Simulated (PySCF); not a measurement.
## Ba (barium, neutral) across methods

[Xe] 6s1 7s1, high-spin 3S determinant (an excited configuration). Calculation: PySCF 2.14, in x2c-TZVPPall with one added diffuse shell each of s, p, d type (12s8p7d2f1g, 94 functions); the spin-free X2C one-electron Hamiltonian (Gaussian nucleus). The B2PLYP total includes its PT2 part (frozen core); its orbital energies are those of the SCF part.

| method | E (hartree) | mean ε 5p β (eV) | mean ε 6s α (eV) | mean ε 7s α (eV) | Σ⟨r²⟩ (bohr²) | ⟨S²⟩ |
| --- | --- | --- | --- | --- | --- | --- |
| UHF | -8131.51000 | -27.051 | -6.906 | -1.796 | 211.4 | 2.001 |
| PBE0 | -8134.25 | -23.189 | -5.745 | -1.482 | 200.6 | 2.000 |
| TPSSh | -8134.27 | -22.431 | -5.341 | -1.323 | 204.1 | 2.000 |
| LDA | -8127.57 | -21.608 | -5.392 | -1.287 | 191.1 | 2.000 |
| PBE | -8134.18 | -21.509 | -5.219 | -1.296 | 197.4 | 2.000 |
| r2SCAN | -8134.60 | -22.155 | -5.375 | -1.236 | 203.6 | 2.001 |
| BHandHLYP | -8134.61 | -24.614 | -6.163 | -1.483 | 202.9 | 2.000 |
| B2PLYP | -8133.83 | -24.576 | -6.158 | -1.498 | 204.3 | 2.000 |

Spin-orbit coupling, which splits the p, d and f shells strongly at this Z, is absent. The outer electron is Rydberg-like, and this basis confines it to a smaller radius and binds it less than a complete one would.
